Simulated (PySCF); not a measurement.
B(GeH3)(Me)2, SMILES C[B](C)[GeH3] (C2H9BGe), PBE0/def2-SVP optimised geometry.

```
13

B      0.44     0.01     0.00
Ge    -1.64     0.01     0.00
H     -2.19     1.45     0.00
H     -2.28    -0.71    -1.21
H     -2.21    -0.66     1.27
C      1.20     0.69     1.19
H      1.33     1.74     0.86
H      2.21     0.29     1.35
H      0.65     0.74     2.14
C      1.22    -0.66    -1.18
H      2.28    -0.35    -1.27
H      0.73    -0.59    -2.16
H      1.23    -1.74    -0.93
```

Density from PySCF with PBE0/def2-TZVP at that geometry.

Minimum of the electron density along straight lines between bonded atoms, close to the bond critical point (lines longer than 1.1 times the sum of covalent radii, or with two minima, are not listed):

```json
[
 {"bond": "B1–Ge2", "length / Å": "2.085", "ρ at the minimum / e bohr⁻³": "?", "∇²ρ there / e bohr⁻⁵": "?", "position (fraction from the first atom)": "0.49"},
 {"bond": "Ge2–H3", "length / Å": "1.548", "ρ at the minimum / e bohr⁻³": "0.128", "∇²ρ there / e bohr⁻⁵": "0.07", "position (fraction from the first atom)": "0.59"},
 {"bond": "Ge2–H4", "length / Å": "1.545", "ρ at the minimum / e bohr⁻³": "0.130", "∇²ρ there / e bohr⁻⁵": "0.07", "position (fraction from the first atom)": "0.59"},
 {"bond": "Ge2–H5", "length / Å": "1.547", "ρ at the minimum / e bohr⁻³": "0.129", "∇²ρ there / e bohr⁻⁵": "0.07", "position (fraction from the first atom)": "0.59"},
 {"bond": "B1–C6", "length / Å": "1.565", "ρ at the minimum / e bohr⁻³": "0.188", "∇²ρ there / e bohr⁻⁵": "-0.28", "position (fraction from the first atom)": "0.33"},
 {"bond": "C6–H7", "length / Å": "1.110", "ρ at the minimum / e bohr⁻³": "0.256", "∇²ρ there / e bohr⁻⁵": "-0.80", "position (fraction from the first atom)": "0.64"},
 {"bond": "C6–H8", "length / Å": "1.102", "ρ at the minimum / e bohr⁻³": "0.266", "∇²ρ there / e bohr⁻⁵": "-0.87", "position (fraction from the first atom)": "0.64"},
 {"bond": "C6–H9", "length / Å": "1.100", "ρ at the minimum / e bohr⁻³": "0.269", "∇²ρ there / e bohr⁻⁵": "-0.89", "position (fraction from the first atom)": "0.64"},
 {"bond": "B1–C10", "length / Å": "1.564", "ρ at the minimum / e bohr⁻³": "0.188", "∇²ρ there / e bohr⁻⁵": "-0.28", "position (fraction from the first atom)": "0.33"},
 {"bond": "C10–H11", "length / Å": "1.102", "ρ at the minimum / e bohr⁻³": "0.267", "∇²ρ there / e bohr⁻⁵": "-0.88", "position (fraction from the first atom)": "0.64"},
 {"bond": "C10–H12", "length / Å": "1.101", "ρ at the minimum / e bohr⁻³": "0.268", "∇²ρ there / e bohr⁻⁵": "-0.88", "position (fraction from the first atom)": "0.64"},
 {"bond": "C10–H13", "length / Å": "1.110", "ρ at the minimum / e bohr⁻³": "0.256", "∇²ρ there / e bohr⁻⁵": "-0.80", "position (fraction from the first atom)": "0.64"}
]
```

Problem. What belongs in the gaps?

Solution. 
- B1–Ge2, ρ at the minimum / e bohr⁻³: 0.112
- B1–Ge2, ∇²ρ there / e bohr⁻⁵: -0.14
